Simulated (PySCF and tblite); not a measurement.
Results of a calculation; reference values are marked as such.
MeOCH2CF3, C₃H₅F₃O, numbered as in [CH3:1][O:2][CH2:3][C:4]([F:5])([F:6])[F:7].

Level: B3LYP-D3(BJ)/def2-TZVP (IEF-PCM, tetrahydrofuran)//GFN2-xTB, thermal terms from GFN2-xTB, symmetry numbers and mirror pairs counted. Conformers within 3 kcal/mol (GFN2-xTB free energy) were kept, 10 at most. GIAO shieldings: B97-2/pcSseg-1 (IEF-PCM, tetrahydrofuran). Shifts are against TMS (¹H), TMS (¹³C) at the same level. Programs: PySCF with density fitting and tblite.

(1) What shifts does this protocol give at 298.15 K under fast conformational exchange?

(2) How do the conformers differ?

Shifts are unscaled: against experiment ¹³C can be off by 15 ppm or more and ¹H by 0.8 ppm.

## Answers

(1) ¹H: 4.05 (H3, 2H), 3.71 (H1, 3H) ppm. ¹³C: 132.7 (C4), 74.9 (C3), 61.9 (C1) ppm.

(2) Torsions listed: C1–O2–C3–C4. Of a mirror pair one member is shown.
| conformer | shape | weight % |
| --- | --- | --- |
| 1 | 180° | 71.9 |
| 2 | 71° | 28.1 |

```csv
signal,1,2,average
H1,3.70,3.73,3.71
H3,4.00,4.17,4.05
C1,61.9,61.9,61.9
C3,75.1,74.5,74.9
C4,132.3,133.7,132.7
```
